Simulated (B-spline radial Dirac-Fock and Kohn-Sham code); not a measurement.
## Two-hole binding energies of Hf⁺

System: Hf⁺, configuration [Xe] 4f14 5d2 6s1 (not the ground configuration).

The computed values come from a radial finite-basis atomic code: Dirac-Fock energy differences between relaxed states, corrected for Breit and QED terms. U is the two-hole binding energy less the two single-hole energies, the effective repulsion of the holes after relaxation. Each two-hole energy is an average over J within one jj subconfiguration.

```tsv
holes	E(a) (eV)	E(b) (eV)	E(ab) (eV)	U (eV)
1s⁻²	65354.4	65354.4	132038.4	1329.6
2p1/2⁻¹ 2p3/2⁻¹	10752.9	9574.5	20555.8	228.4
2p3/2⁻²	9574.5	9574.5	19369.4	220.4
2s⁻¹ 3p3/2⁻¹	11292.3	2126.8	13496.4	77.3
2p1/2⁻¹ 3s⁻¹	10752.9	2619.7	13452.9	80.3
2p1/2⁻¹ 3p3/2⁻¹	10752.9	2126.8	12961.5	81.8
2p1/2⁻¹ 3d5/2⁻¹	10752.9	1676.0	12517.3	88.4
2p3/2⁻¹ 3s⁻¹	9574.5	2619.7	12272.7	78.5
2p3/2⁻¹ 3p1/2⁻¹	9574.5	2382.7	12043.6	86.4
3d3/2⁻²	1730.7	1730.7	3526.1	64.7
3d5/2⁻²	1676.0	1676.0	3415.4	63.4
4d3/2⁻²	240.0	240.0	503.8	23.7
5p1/2⁻¹ 5p3/2⁻¹	53.68	45.92	?	?
4f7/2⁻²	28.33	28.33	77.81	21.2
```

Problem. Give the missing two-hole energy and U.

Solution. E(ab) = 113.2 eV and U = 13.6 eV.
